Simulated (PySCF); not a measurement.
**Computed spin Hamiltonian**

Species: C4H4NO3S (doublet state).
Structure used (GFN2-xTB), in Å, numbered top down from 1:
```xyz
13
C4H4NO3S angstrom
O      2.121   -1.496   -0.997
S      1.864   -0.396   -0.138
O      2.392   -0.394    1.196
O      2.325    0.939   -0.874
C      0.126   -0.132    0.056
C     -0.938   -1.077   -0.030
C     -2.079   -0.327    0.057
C     -1.643    1.020    0.323
N     -0.318    1.097    0.321
H      2.316    1.669   -0.251
H     -0.820   -2.121   -0.234
H     -3.098   -0.659    0.020
H     -2.253    1.877    0.534
```

The hyperfine couplings belong to this conformer and change with its torsions.

Identity: `O=S(=O)(O)C1=CC=C[N]1` [radical].

Computed, not measured: UKS B3LYP, pcH-1 on C H N O S, non-relativistic, mean-field spin-orbit, GIAO (PySCF 2.14.0). Geometry: GFN2-xTB, one conformer, isolated molecule. A GFN2-xTB geometry isn't a minimum of the functional, and hyperfine couplings can be far from their values at a DFT geometry. Stability of the SCF solution: not tested.

| Property | Result |
| --- | --- |
| g1, g2, g3 | 2.00196, 2.00243, 2.00266 |
| g_iso | 2.00235 |
| Form of g | rhombic: the two nearest values differ by 33 % of g3 − g1 |
| ⟨S²⟩ | 0.7633 (exact 0.7500) |
| α and β electrons | 38, 37 |
| HOMO–LUMO gap, α and β orbitals | 7.16, 2.74 eV |
| Total energy | -833.31759 Eh |
| Basis functions | 275 |

Hyperfine couplings atom by atom, in 10⁻⁴ cm⁻¹; T1 to T3 are the principal values of the dipolar part (1 × 10⁻⁴ cm⁻¹ = 2.998 MHz):

| atom | isotope | a_iso | of which spin–orbit | T1 | T2 | T3 | Mulliken spin population |
| --- | --- | --- | --- | --- | --- | --- | --- |
| O1 | 17O | -0.2 | 0.0 | -2.1 | 1.0 | 1.1 | 0.01 |
| S2 | 33S | -3.4 | 0.0 | -0.5 | 0.1 | 0.4 | -0.03 |
| O3 | 17O | -1.9 | 0.0 | -7.3 | 3.5 | 3.8 | 0.06 |
| O4 | 17O | 0.0 | 0.0 | -1.3 | 0.5 | 0.8 | 0.01 |
| C5 | 13C | 17.0 | 0.0 | -15.1 | -14.2 | 29.3 | 0.50 |
| C6 | 13C | -3.6 | 0.0 | -2.0 | -1.4 | 3.4 | 0.03 |
| C7 | 13C | -0.5 | 0.0 | -4.3 | -3.7 | 8.0 | 0.13 |
| C8 | 13C | 13.4 | 0.0 | -13.5 | -12.8 | 26.3 | 0.48 |
| N9 | 14N | -2.0 | 0.0 | -3.2 | 1.6 | 1.7 | -0.14 |
| H10 | 1H | -0.2 | 0.0 | -0.5 | -0.4 | 0.9 | 0.00 |
| H11 | 1H | -1.7 | 0.0 | -1.6 | -1.1 | 2.7 | 0.00 |
| H12 | 1H | -3.7 | 0.0 | -2.6 | -1.0 | 3.6 | -0.01 |
| H13 | 1H | -11.5 | 0.0 | -6.5 | -0.7 | 7.2 | -0.02 |

The largest Mulliken spin populations are on C5 (+0.50), C8 (+0.48), N9 (-0.14) and C7 (+0.13).

Axes: g3 points within 14° of the C5–C6 bond.

Under fast tumbling the dipolar parts average out, and these isotropic splittings remain: 1 × 1H (H13, I = 1/2, 2 lines) with 1.23 mT, 1 × 1H (H12, I = 1/2, 2 lines) with 0.40 mT, 1 × 14N (N9, I = 1, 3 lines) with 0.22 mT and 1 × 1H (H11, I = 1/2, 2 lines) with 0.19 mT.

The 33S coupling of S2 (-10.2 MHz) shows only in satellite lines or after enrichment, since that isotope makes up about 0.76 % of natural sulfur.

The 13C coupling of C5 (50.8 MHz) shows only in satellite lines or after enrichment, since that isotope makes up about 1.07 % of natural carbon.

The spin density at the nucleus, in bohr⁻³, is negative for S2 (-0.0299), N9 (-0.0187) and C6 (-0.0096), for instance. A restricted open-shell determinant has no negative spin density anywhere; here it arises because α and β orbitals differ (spin polarisation).
